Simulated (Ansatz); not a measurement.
The same ligand exchange along the group B, Al, Ga, In.

Isolated molecules relaxed with PBE0-D4/def2-TZVP in Ansatz; ΔE leaves out vibrations. CBS: MP2 limit from def2 TZ/QZ plus the TZ coupled-cluster correction, frozen cores. This one scheme is used for every species. DFT in def2-TZVPP. def2 core potentials past Kr. For Br, Ga, In outer-core shells are correlated without core-valence functions, which leaves a few kJ/mol of doubt a bond. Scalar relativity is left out up to krypton.

| reaction | revPBE-D4 (kcal/mol) | ωB97M-V (kcal/mol) | CCSD(T)/CBS(def2) (kcal/mol) |
| --- | --- | --- | --- |
| `FB(F)Br` + HCl → `FB(F)Cl` + HBr | -2.8 | -3.2 | -2.3 |
| `[F][Al]([F])[Br]` + HCl → `[F][Al]([F])[Cl]` + HBr | -0.2 | -0.3 | 0.1 |
| `[F][Ga]([F])[Br]` + HCl → `[F][Ga]([F])[Cl]` + HBr | 3.0 | 2.8 | 3.2 |
| `[F][In]([F])[Br]` + HCl → `[F][In]([F])[Cl]` + HBr | 4.9 | 4.9 | 5.5 |

Largest T1 diagnostic: 0.016, for `[F][In]([F])[Cl]`.
